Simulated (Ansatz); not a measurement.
A nudged elastic band was laid between two geometries of C₂H₅SSi (9 atoms, charge 1, multiplicity 1).

Computed with RKS PBE0-D4/def2-SVP in Ansatz 0.2.0.

```yaml
movable_images: 9
climbing_image: yes
spring: 0.5 eV/Å²
optimiser: quadratic models (default)
start_path: through a guess of the saddle point
force_threshold: 0.05 eV/Å
iteration_limit: 60
end_points: relaxed
```

Image 0:

```xyz
9
Properties=species:S:1:pos:R:3
C -0.244 0.918 -1.277
S 0.692 -0.481 -0.606
C 0.243 -0.675 0.994
Si 0.664 -0.823 2.579
H 0.180 1.817 -0.812
H -1.309 0.808 -1.041
H -0.060 0.925 -2.361
H 0.047 -1.505 -1.241
H -0.213 -0.983 3.765
```

Image 10:

```xyz
9
Properties=species:S:1:pos:R:3
C -0.268 0.833 -1.014
S 0.660 -0.558 -0.325
C 0.293 -0.642 1.360
Si 1.451 -0.735 2.668
H 0.196 1.744 -0.613
H -1.326 0.770 -0.729
H -0.143 0.795 -2.106
H -0.084 -1.565 -0.866
H -0.779 -0.643 1.625
```

Task: Which bonds break or form, and what moves?

Result: Bonds broken: Si4–H9. Bonds formed: C3–H9.

Task: Give the energies along the band, and the barrier.

Result: It converged. The highest image is number 4 of 0 to 10, 3.5 kcal/mol above the first end and 44.2 kcal/mol above the last; the last end lies 40.8 kcal/mol below the first. Another band between the same ends (9 images) ends at a top of the same energy, where a vibrational analysis finds 1 clearly imaginary mode. The orbitals stay closed-shell, which can raise the energy where a bond breaks towards radicals; this wasn't checked here.

```csv
image,path coordinate (Å),energy (kcal/mol),Si4–H9 (Å),C3–H9 (Å)
0,0.00,0.0,1.48,2.83
1,0.30,0.3,1.49,2.72
2,0.61,1.3,1.49,2.55
3,0.91,2.7,1.51,2.36
4,1.21,3.5,1.53,2.14
5,1.49,1.9,1.57,1.87
6,1.78,-6.1,1.65,1.56
7,2.06,-23.6,1.79,1.27
8,2.35,-35.3,2.03,1.14
9,2.64,-39.7,2.28,1.11
10,2.92,-40.8,2.46,1.10
```

Task: What is the geometry of the highest image?

Result: 
```xyz
9
Properties=species:S:1:pos:R:3:forces:R:3
C -0.267 0.900 -1.173 -0.01 -0.01 -0.01
S 0.677 -0.512 -0.547 0.00 0.01 -0.02
C 0.555 -0.663 1.092 0.00 -0.01 0.01
Si 0.910 -0.802 2.749 0.00 0.00 0.00
H 0.228 1.795 -0.773 0.00 0.01 0.00
H -1.311 0.832 -0.843 0.00 0.00 0.00
H -0.180 0.869 -2.270 0.00 0.00 0.02
H 0.004 -1.564 -1.104 0.00 0.00 0.00
H -0.616 -0.855 2.868 0.00 0.00 0.00
```

The band took 9 iterations and roughly 4 core-minutes.

The run took 2 min on 2 threads of Intel(R) Xeon(R) Platinum 8488C (Sapphire Rapids), with other jobs on the host, peak memory 0.2 GiB.
